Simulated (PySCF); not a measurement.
**Spin-rotation constants: `C[C@H]1C[C@]2([C@H](C#C)C2)C1`, C9H12**

Cartesian coordinates in Å; atom numbers follow the order of the lines, from 1:
```xyz
21

C     3.6565    0.7564    0.4579
C     2.7679   -0.0473    0.4723
C     1.6828   -0.9732    0.4758
C     1.0674   -1.3910   -0.8418
C     0.3102   -0.4970    0.0791
C    -0.1046    0.9413   -0.1742
C    -1.4237    0.6650    0.5791
C    -2.6885    0.8520   -0.2378
C    -0.9916   -0.8011    0.7996
H     4.4505    1.4412    0.4533
H     1.7451   -1.7233    1.2574
H     0.7508   -2.4186   -0.9471
H     1.4806   -0.9600   -1.7421
H     0.5454    1.6850    0.2851
H    -0.2367    1.1899   -1.2266
H    -1.5011    1.2263    1.5117
H    -2.8359    1.9042   -0.4730
H    -3.5560    0.4988    0.3164
H    -2.6230    0.2949   -1.1699
H    -1.6226   -1.5308    0.2920
H    -0.8824   -1.0958    1.8428
```

Computed with GIAO BLYP/MINI magnetisability, rotational g tensor and spin-rotation constants, non-relativistic, gas phase (PySCF 2.14.0). Geometry: GFN2-xTB.

Task: Give the nuclear spin-rotation constants along the inertial axes (H = +C I·J) beside the isotropic shieldings.

Result: Rotational constants 3.6771, 0.9905, 0.8888 GHz. A star marks the isotopologue with that one atom substituted, in its own axes.
| atom | isotope | Caa (kHz) | Cbb (kHz) | Ccc (kHz) | mean (kHz) | σ (ppm) |
| --- | --- | --- | --- | --- | --- | --- |
| H10 | 1H | -0.250 | -0.061 | -0.118 | -0.143 | 27.9 |
| H11 | 1H | -0.460 | -0.090 | -0.036 | -0.196 | 29.0 |
| H12 | 1H | -0.490 | 0.006 | -0.117 | -0.200 | 29.3 |
| H13 | 1H | -0.470 | -0.122 | -0.009 | -0.200 | 29.4 |
| H14 | 1H | -0.319 | -0.023 | -0.100 | -0.147 | 27.8 |
| H15 | 1H | -0.480 | -0.135 | 0.021 | -0.198 | 28.9 |
| H16 | 1H | -0.471 | -0.067 | -0.027 | -0.188 | 28.1 |
| H17 | 1H | -0.466 | -0.007 | -0.103 | -0.192 | 29.4 |
| H18 | 1H | -0.213 | -0.109 | -0.074 | -0.132 | 29.4 |
| H19 | 1H | -0.500 | -0.081 | -0.034 | -0.205 | 29.7 |
| H20 | 1H | -0.351 | -0.032 | -0.101 | -0.161 | 28.8 |
| H21 | 1H | -0.472 | -0.125 | 0.023 | -0.192 | 28.1 |
| C1 | 13C* | 0.461 | 0.105 | 0.174 | 0.247 | 161.2 |
| C2 | 13C* | 0.427 | 0.095 | 0.186 | 0.236 | 162.8 |
| C3 | 13C* | 0.374 | 0.044 | 0.076 | 0.165 | 204.3 |
| C4 | 13C* | 0.289 | 0.084 | 0.103 | 0.159 | 194.4 |
| C5 | 13C* | 0.514 | 0.054 | 0.052 | 0.207 | 200.3 |
| C6 | 13C* | 0.347 | 0.131 | 0.101 | 0.193 | 182.0 |
| C7 | 13C* | 0.421 | 0.087 | 0.080 | 0.196 | 192.0 |
| C8 | 13C* | 0.356 | 0.105 | 0.094 | 0.185 | 188.4 |
| C9 | 13C* | 0.344 | 0.122 | 0.117 | 0.195 | 179.9 |

For the geometry as given, no vibrational averaging.
